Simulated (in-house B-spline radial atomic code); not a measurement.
# The samarium ion Sm⁶⁺: [Kr] 4d10 4f3 5s2 5p4 5d1 (an excited or competing configuration)

All numbers are computed (Dirac-Hartree-Fock, average of configuration; Fermi nucleus of rms radius 5.0819 fm) with an all-electron radial atomic-structure program (B-spline basis), not measured.

Z_r = [3n² - l(l+1)]/(2<r>); Z_e = n√(-2ε); the last column is Slater's effective charge. Values are occupation-weighted means over j. An effective charge above Z reflects the relativistic contraction of the inner shells.

```
shell  electrons   ε (eV)  <r> (bohr)    Z_r    Z_e  Slater
   1s          2   -47205     0.02274  65.97  58.90   61.70
   2s          2  -7911.3     0.09641  62.24  48.23   57.85
   2p          6  -7081.6     0.08522  58.67  45.63   57.85
   3s          2  -1862.3      0.2536  53.23  35.10   50.75
   3p          6  -1594.9       0.252  49.60  32.48   50.75
   3d         10  -1222.3      0.2305  45.55  28.43   40.85
   4s          2  -470.34      0.5748  41.75  23.52   34.25
   4p          6  -378.28      0.6065  37.93  21.09   34.25
   4d         10  -243.27      0.6569  31.97  16.91   22.85
   5s          2  -130.99       1.301  28.83  15.51   14.40
   4f          3  -105.62      0.7741  23.25  11.15   15.30
   5p          4  -104.63       1.437  25.41  13.87   14.40
   5d          1  -69.743       1.777  19.41  11.32    7.00
```

The least bound orbital is 5d5/2 at -69.48 eV, and it is also the most diffuse (<r> = 1.785 bohr).

Spin-orbit splittings of the orbital energies (j = l + 1/2 above j = l - 1/2 when positive): 2p 604.4 eV, 3p 124.9 eV, 3d 26.74 eV, 4p 28.23 eV, 4d 5.184 eV, 4f 0.657 eV, 5p 5.198 eV, 5d 0.664 eV.

For the 1s electron the small component carries 5.31 % of the norm, the zero-frequency Breit interaction raises the level by 136.1 eV, self-energy by 80.75 eV, and vacuum polarisation lowers it by 12.77 eV.

The density falls to 0.001 bohr⁻³ at 3.083 bohr; Σ<r²> = 28.238 bohr² gives, by the non-relativistic formula and without the paramagnetism of open shells, a Langevin diamagnetic susceptibility of -22.36×10⁻⁶ cm³/mol.
